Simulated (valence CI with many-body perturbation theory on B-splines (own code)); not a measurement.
Values are calculated unless marked as measured or tabulated.
**Er LVI: magnetic and hyperfine properties of the levels**

Method: configuration interaction combined with many-body perturbation theory (CI+MBPT): three valence electrons over a frozen Dirac-Fock core [Ne], radial functions for each j: 11 s, 11 p, 9 d, 7 f, 5 g, 2 h, 1 i, with the one-electron correlation potential Σ1, the two-electron term Σ2, the three-electron term Σ3, Breit, model QED; selected CI, second order for the rest (own B-spline code, finite nucleus).

No measured spectrum was set against this ion. As an estimate, large intervals hold to a few tenths of a per cent, small ones and those within an open d or f shell to about a per cent.

A/g_I is the dipole constant over the nuclear g factor μ/I (μ in nuclear magnetons, uniformly magnetised nucleus), B/Q the quadrupole constant per barn. Both hold the static response of the core; the bare values leave it out. Large factors of s and p1/2 electrons are usually good to 5 to 10 %; those of open d and f shells near neutrality can be off by tens of per cent, and small factors of p3/2, d and f electrons come from cancelling terms and can be off by a factor of two or in sign, in half-filled shells by more. B is blank for J = 1/2, where it vanishes, and for nearly pure S terms. Energies count from the lowest level.

Levels are named by their leading jj configuration (3d3/2^4 stands for four electrons in 3d with j = 3/2), which in mixed levels can hold well under half, so a name can repeat and another be missing. Letters in brackets count levels of one name in rising energy.

| Level | E (× 10³ cm⁻¹) | g | A/g_I (MHz) | A/g_I bare | B/Q (MHz/b) | B/Q bare |
| --- | --- | --- | --- | --- | --- | --- |
| (3s^2 3p1/2) J=1/2 | 0.00 | 0.650 | 1280000 | 1260000 |  |  |
| (3s 3p1/2^2) J=1/2 | 1178.3 | 2.147 | 3880000 | 3800000 |  |  |
| (3s^2 3p3/2) J=3/2 | 1963.1 | 1.323 | 165000 | 164000 | 321000 | 316000 |
| (3s 3p1/2 3p3/2) J=3/2 [a] | 2927.8 | 1.638 | 915000 | 900000 | 260000 | 256000 |
| (3s 3p1/2 3p3/2) J=5/2 | 3057.0 | 1.343 | 1120000 | 1100000 | 245000 | 241000 |
| (3s 3p1/2 3p3/2) J=3/2 [b] | 3215.5 | 0.962 | 89400 | 90900 | 175000 | 173000 |
| (3s 3p1/2 3p3/2) J=1/2 | 3287.4 | 1.245 | -1380000 | -1340000 |  |  |
| (3s^2 3d3/2) J=3/2 | 3651.5 | 0.828 | 43700 | 46700 | 67000 | 68200 |
| (3s^2 3d5/2) J=5/2 | 4036.4 | 1.204 | 68600 | 70300 | 55000 | 57000 |
| (3p1/2^2 3p3/2) J=3/2 | 4381.3 | 1.150 | 95100 | 97800 | 236000 | 234000 |
| (3s 3p1/2 3d3/2) J=3/2 [a] | 4490.2 | 0.634 | -227000 | -220000 | 107000 | 107000 |
| (3s 3p1/2 3d3/2) J=5/2 | 4583.5 | 1.028 | 1060000 | 1040000 | 16500 | 18700 |
| (3s 3p1/2 3d3/2) J=1/2 | 4773.3 | 0.388 | -1580000 | -1540000 |  |  |
| (3s 3p1/2 3d3/2) J=3/2 [b] | 4811.4 | 1.294 | 953000 | 936000 | 52100 | 51900 |
| (3s 3p3/2^2) J=5/2 | 4987.7 | 1.420 | 916000 | 899000 | 92600 | 91300 |
| (3s 3p1/2 3d5/2) J=5/2 [a] | 5033.7 | 1.350 | 373000 | 369000 | 60400 | 62200 |
| (3s 3p1/2 3d5/2) J=7/2 | 5129.0 | 1.242 | 762000 | 748000 | 8800 | 11600 |
| (3s 3p1/2 3d5/2) J=5/2 [b] | 5206.3 | 1.040 | 17000 | 20100 | 75100 | 76300 |
| (3s 3p1/2 3d5/2) J=3/2 | 5245.2 | 1.113 | -816000 | -794000 | 28800 | 30200 |
| (3s 3p3/2^2) J=1/2 | 5252.9 | 1.907 | 3960000 | 3870000 |  |  |
| (3s 3p3/2^2) J=3/2 | 5302.3 | 1.194 | -588000 | -569000 | -60400 | -59500 |
| (3p1/2^2 3d3/2) J=3/2 | 5915.8 | 0.772 | 90800 | 90900 | 52600 | 54400 |
| (3p1/2 3p3/2^2) J=5/2 | 6297.8 | 1.164 | 489000 | 482000 | 38100 | 37800 |
| (3p1/2 3p3/2^2) J=3/2 | 6330.4 | 1.408 | -14100 | -6690 | 22400 | 22100 |
| (3p1/2 3p3/2^2) J=1/2 | 6448.3 | 0.697 | 1450000 | 1420000 |  |  |
| (3p1/2^2 3d5/2) J=5/2 | 6462.5 | 1.193 | 29500 | 33800 | 45900 | 48100 |
| (3s 3p3/2 3d3/2) J=3/2 [a] | 6553.2 | 1.301 | 489000 | 483000 | -6550 | -7870 |
| (3s 3p3/2 3d3/2) J=1/2 [a] | 6564.9 | 2.213 | 1660000 | 1630000 |  |  |
| (3s 3p3/2 3d3/2) J=5/2 [a] | 6573.9 | 1.237 | 451000 | 445000 | 115000 | 112000 |
| (3s 3p3/2 3d3/2) J=7/2 | 6600.1 | 1.246 | 650000 | 640000 | 317000 | 315000 |
| (3s 3p3/2 3d3/2) J=3/2 [b] | 6793.0 | 0.984 | 127000 | 128000 | -172000 | -169000 |
| (3s 3p3/2 3d5/2) J=9/2 | 6851.1 | 1.323 | 513000 | 505000 | 393000 | 390000 |
| (3s 3p3/2 3d3/2) J=5/2 [b] | 6901.7 | 0.959 | -142000 | -135000 | 209000 | 209000 |
| (3s 3p3/2 3d3/2) J=1/2 [b] | 6936.1 | 0.608 | 663000 | 651000 |  |  |
| (3s 3p3/2 3d5/2) J=5/2 [a] | 7019.4 | 1.334 | 770000 | 757000 | -171000 | -168000 |
| (3s 3p3/2 3d5/2) J=7/2 [a] | 7089.7 | 1.224 | 294000 | 291000 | 241000 | 240000 |
| (3s 3p3/2 3d5/2) J=3/2 [a] | 7108.0 | 1.156 | -303000 | -292000 | -169000 | -167000 |
| (3s 3p3/2 3d5/2) J=7/2 [b] | 7223.8 | 1.197 | 12500 | 16300 | 199000 | 199000 |
| (3s 3p3/2 3d5/2) J=1/2 | 7297.6 | 0.701 | -1100000 | -1070000 |  |  |
| (3s 3p3/2 3d5/2) J=3/2 [b] | 7371.2 | 1.302 | 917000 | 900000 | 99800 | 99900 |

(1) Take the isotope of mass number 167, with I = 7/2, μ = -0.5623 μN and Q = 3.57 b. What is the hyperfine structure of (3s 3p1/2^2) J=1/2?

Answers

(1) From the table A = -624000 MHz. Shifts from the centre of gravity in MHz: F = 3: 1400000, F = 4: -1090000.
